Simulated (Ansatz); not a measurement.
CH₃FGeS (`F[CH]1[S][GeH2]1`). Total charge 0; spin multiplicity 1. All single points use the PBE0-D4/def2-TZVP geometry.

```xyz
7

F    -0.069    1.243    1.565
C     0.137    0.046    0.947
S    -1.371   -0.869    0.496
Ge    0.029   -0.041   -0.991
H     0.865   -0.538    1.503
H     0.856   -1.046   -1.790
H    -0.447    1.205   -1.730
```

(1) What is the dipole moment at ωB97M-V/def2-TZVPP? (Estimate.)

(2) And with PBE, r2SCAN, B3LYP? (Estimate.)

(3) Give the Mulliken charges with ωB97M-V, PBE, B3LYP in def2-TZVPP. (An estimate is asked.)

Results:

(1) Ansatz gave: 2.54 D, with components (1.67, -0.43, -1.86) D in this frame, pointing from negative to positive charge.

(2) Ansatz gave: PBE 2.22 D, r2SCAN 2.34 D, B3LYP 2.44 D.

(3) The calculation gave: 
```csv
atom,ωB97M-V,PBE,B3LYP
F1,-0.20,-0.16,-0.21
C2,0.03,0.09,0.10
S3,-0.19,-0.22,-0.23
Ge4,0.12,0.14,0.16
H5,0.13,0.11,0.12
H6,0.04,0.02,0.02
H7,0.05,0.03,0.03
```

B3LYP here is the variant with VWN-RPA as its local correlation; programs differ in this.
